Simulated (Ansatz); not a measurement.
C2H6OSeSi, SMILES `C[Si]1([SeH])CO1`. The species carries charge 0 and has multiplicity 1. The geometry is a stationary point of PBE0-D4/def2-TZVP. It is one conformer, not always the lowest.

```xyz
11

C    -0.329   -1.538    0.795
Si   -0.215    0.071   -0.111
Se   -2.267    1.013   -0.214
C     1.303    1.009   -0.357
O     0.748    0.161   -1.451
H    -0.995   -2.227    0.269
H    -0.717   -1.391    1.805
H     0.661   -1.992    0.858
H    -1.759    2.164   -0.970
H     1.292    2.068   -0.607
H     2.278    0.663   -0.017
```

Q: What is the dipole moment at B3LYP/def2-TZVPP? (An estimate is asked.)

A: Computed: 1.86 D, with components (-0.02, -0.29, 1.84) D in this frame, pointing from negative to positive charge.

Q: And with PBE, r2SCAN, ωB97M-V? (Best estimate.)

A: Ansatz gave: PBE 1.70 D, r2SCAN 1.76 D, ωB97M-V 1.88 D.

Q: Give the Mulliken charges with B3LYP, PBE, ωB97M-V in def2-TZVPP. (Estimate.)

A: Computed: 
```tsv
atom	B3LYP	PBE	ωB97M-V
C1	-0.40	-0.39	-0.45
Si2	0.52	0.41	0.52
Se3	-0.18	-0.17	-0.18
C4	-0.14	-0.12	-0.19
O5	-0.41	-0.34	-0.39
H6	0.11	0.12	0.13
H7	0.11	0.12	0.13
H8	0.12	0.12	0.13
H9	0.06	0.06	0.08
H10	0.10	0.09	0.11
H11	0.11	0.10	0.12
```

B3LYP here is the variant with VWN-RPA as its local correlation; programs differ in this.
